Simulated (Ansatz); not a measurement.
`C[O][Al]([F])[Cl]`. Charge 0, multiplicity 1.

```xyz
8

C    -1.049   -0.753   -0.193
O     0.317   -0.478   -0.349
Al    1.357    0.735    0.112
F     2.934    0.633   -0.305
Cl    0.710    2.378    1.204
H    -1.176   -1.707    0.326
H    -1.524   -0.832   -1.175
H    -1.568    0.024    0.379
```

(1) What are the harmonic wavenumbers in cm⁻¹ at PBE0-D4/def2-TZVP (Ansatz, finite differences of forces, unscaled)? (Estimate.)

(2) Is this a minimum?

(3) Give the ideal-gas thermochemistry at 298.15 K and 1 bar (rigid rotor, harmonic oscillator; point group Cs, symmetry number 1).

(4) And at 400, 500, 600, 800 and 1000 K?

Results:

(1) Ansatz gave: 81, 85, 109, 202, 257, 263, 483, 746, 908, 1183, 1192, 1239, 1487, 1496, 1502, 3021, 3090, 3101.

(2) Yes, all 18 modes are real.

(3) Zero-point energy 122.3 kJ/mol; H(298) − E = 143.2 kJ/mol; entropy 357.3 J/(mol·K), of which translation 167.8, rotation 115.8, vibration 73.7; G(298) − E = 36.7 kJ/mol. Modes under 100 cm⁻¹ are hindered rotations or soft bends, so the harmonic entropy is rough.

(4) 
```tsv
T (K)	H − E (kJ/mol)	S (J/mol/K)	G − E (kJ/mol)
400	153.4	386.7	-1.2
500	164.6	411.5	-41.2
600	176.7	433.5	-83.4
800	203.1	471.5	-174.0
1000	231.9	503.5	-271.6
```
